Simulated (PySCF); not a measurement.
**Excitation energy of Te²⁺ by level of theory**

Te²⁺ [Kr] 4d10 5s2 5p2 (3P) → Te²⁺ [Kr] 4d10 5s1 5p3 (5S), as a difference of total energies. Calculation: PySCF 2.14, in x2c-QZVPPall (13s9p7d4f1g, 112 functions); scalar relativity by spin-free X2C-1e. Correlated levels: valence: [Kr] 4d10 frozen; valence and next inner shell: [Ar] 3d10 frozen. The calculations carry no spin-orbit coupling.

| method | excitation energy (cm⁻¹) |
| --- | --- |
| UHF | 43272 |
| LDA | 65920 |
| PBE | 63576 |
| PBE0 | 59679 |
| r2SCAN | 56231 |
| B2PLYP | 59822 |
| TPSSh | 60197 |
| r2SCANh | 55632 |
| ROHF | 43186 |
| MP2 (valence) | 50718 |
| SCS-MP2 (valence) | 53956 |
| MP2 (valence and next inner shell) | 58226 |
| SCS-MP2 (valence and next inner shell) | 60042 |

A first-order spin-orbit estimate (lowest level to lowest level, LS coupling) adds 0.607 eV.
